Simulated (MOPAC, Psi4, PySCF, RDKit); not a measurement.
Relaxed torsion scan: SMILES c1ccc(CC)c(C(F)(F)F)c1 (C9H9F3). Scanned: dihedral C1–C2–C3–C4; all other coordinates were relaxed at GFN2-xTB. Points at φ and −φ are mirror images.

Atom numbering (GFN2-xTB optimised geometry, Å):
```
21

C     -2.4856     0.0076     0.5628
C     -1.6005    -0.0278    -0.6865
C     -0.1805    -0.3453    -0.3145
C      0.1711    -1.6731    -0.0912
C      1.4488    -2.0297     0.2942
C      2.4167    -1.0545     0.4661
C      2.0958     0.2714     0.2487
C      0.8069     0.6261    -0.1354
C      0.5063     2.0803    -0.3741
F      0.1706     2.3389    -1.6553
F      1.5469     2.8825    -0.1044
F     -0.5122     2.5428     0.3755
H     -2.1655     0.7998     1.2344
H     -2.4324    -0.9397     1.0948
H     -3.5189     0.1916     0.2805
H     -1.9676    -0.8050    -1.3606
H     -1.6745     0.9256    -1.2068
H     -0.5798    -2.4372    -0.2286
H      1.6915    -3.0688     0.4585
H      3.4180    -1.3228     0.7648
H      2.8449     1.0373     0.3770
```

B3LYP/def2-SVP // GFN2-xTB (Psi4); RHF/LANL2DZ = restricted Hartree-Fock/LANL2DZ, density fitting // GFN2-xTB in PySCF; B3LYP-D3(BJ)/def2-SVP // GFN2-xTB (Psi4); PM6, restricted, heats of formation // GFN2-xTB (MOPAC); UFF // GFN2-xTB (RDKit); PBE-D3(BJ)/def2-SVP // GFN2-xTB (Psi4).

Energies in kJ/mol, each method relative to its own lowest point.

```csv
φ / °,B3LYP/def2-SVP,RHF/LANL2DZ,B3LYP-D3(BJ)/def2-SVP,PM6,UFF,PBE-D3(BJ)/def2-SVP
-150,23.3,26.7,23.1,18.9,47.2,22.0
-120,9.4,10.0,9.1,7.0,16.5,8.8
-90,0.0,0.0,0.0,0.0,0.0,0.0
-60,3.7,1.5,4.2,0.1,4.3,4.0
-30,5.3,4.1,6.1,1.2,13.5,5.5
0,2.5,3.0,3.3,1.2,15.8,2.5
30,5.3,4.1,6.1,1.2,13.5,5.5
60,3.7,1.5,4.2,0.1,4.3,4.0
90,0.0,0.0,0.0,0.0,0.0,0.0
120,9.4,10.0,9.1,7.0,16.5,8.8
150,23.3,26.7,23.1,18.9,47.2,22.0
180,30.3,35.6,30.9,28.2,75.7,29.3
```

Root-mean-square difference from the PBE-D3(BJ)/def2-SVP profile, itself a level with limits, after the best constant shift (kJ/mol): B3LYP/def2-SVP 0.6, RHF/LANL2DZ 2.8, B3LYP-D3(BJ)/def2-SVP 0.5, PM6 1.5, UFF 13.4.
